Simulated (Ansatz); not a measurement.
`C=[N][SbH2]` and `BN=C` differ in one atom or group.

Ansatz, PBE0-D4/def2-TZVP geometries, multiplicity 1. 

Elements past krypton have def2 core potentials.

| property | `C=[N][SbH2]` |
| --- | --- |
| LUMO energy (ωB97M-V/def2-TZVPP) / eV | 0.93 |
| size of the dipole moment (B3LYP/def2-TZVPP) / D | 1.31 |
| HOMO energy (PBE0/def2-TZVPP) / eV | -6.94 |
| HOMO–LUMO gap (ωB97M-V/def2-TZVPP) / eV | 10.05 |
| HOMO energy (ωB97M-V/def2-TZVPP) / eV | -9.12 |
| HOMO energy (B3LYP/def2-TZVPP) / eV | -6.73 |

(1) Give the same properties after the change, and the shifts. (Best estimate.)

Results:

(1) Computed: 
```csv
property,`BN=C`,shift
LUMO energy (ωB97M-V/def2-TZVPP) / eV,1.28,0.35
size of the dipole moment (B3LYP/def2-TZVPP) / D,2.09,0.78
HOMO energy (PBE0/def2-TZVPP) / eV,-7.92,-0.98
HOMO–LUMO gap (ωB97M-V/def2-TZVPP) / eV,11.52,1.47
HOMO energy (ωB97M-V/def2-TZVPP) / eV,-10.24,-1.12
HOMO energy (B3LYP/def2-TZVPP) / eV,-7.70,-0.97
```

With PBE0 the HOMO falls by 0.98 eV and the LUMO falls by 0.05 eV, so the gap widens by about 0.93 eV. PBE moves the HOMO by -0.95 eV and ωB97M-V by -1.12 eV. Dipoles are sizes alone; their direction can turn.

B3LYP here is the variant with VWN-RPA as its local correlation; programs differ in this.

Spin–orbit coupling is left out; it splits and shifts lone-pair levels of the heavy atoms by tenths of an eV.
